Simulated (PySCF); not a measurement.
C2H6N, SMILES C[NH+]=C, charge +1.

The structure is a stationary point at B3LYP-D3(BJ)/def2-TZVP. The isomer is the one that the SMILES or the coordinates give; other isomers of the formula were not compared.

Computed with PBE/def2-TZVPD run with PySCF.

Symmetry labels are those of the subgroup Cs that the program uses (full group Cs).

**Question.** List the valence orbital energies around the gap with their symmetry. (The exact figures need the calculation; the answer reports its results.)

**Answer.** 
```json
[
 {"orbital": "HOMO−7", "symmetry": "A'", "energy (eV)": "-24.78"},
 {"orbital": "HOMO−6", "symmetry": "A'", "energy (eV)": "-22.53"},
 {"orbital": "HOMO−5", "symmetry": "A'", "energy (eV)": "-19.96"},
 {"orbital": "HOMO−4", "symmetry": "A'", "energy (eV)": "-18.63"},
 {"orbital": "HOMO−3", "symmetry": "A\"", "energy (eV)": "-17.49"},
 {"orbital": "HOMO−2", "symmetry": "A'", "energy (eV)": "-16.26"},
 {"orbital": "HOMO−1", "symmetry": "A'", "energy (eV)": "-15.74"},
 {"orbital": "HOMO", "symmetry": "A\"", "energy (eV)": "-14.73"},
 {"orbital": "LUMO", "symmetry": "A\"", "energy (eV)": "-8.96"},
 {"orbital": "LUMO+1", "symmetry": "A'", "energy (eV)": "-5.42"},
 {"orbital": "LUMO+2", "symmetry": "A'", "energy (eV)": "-4.34"},
 {"orbital": "LUMO+3", "symmetry": "A'", "energy (eV)": "-3.88"}
]
```
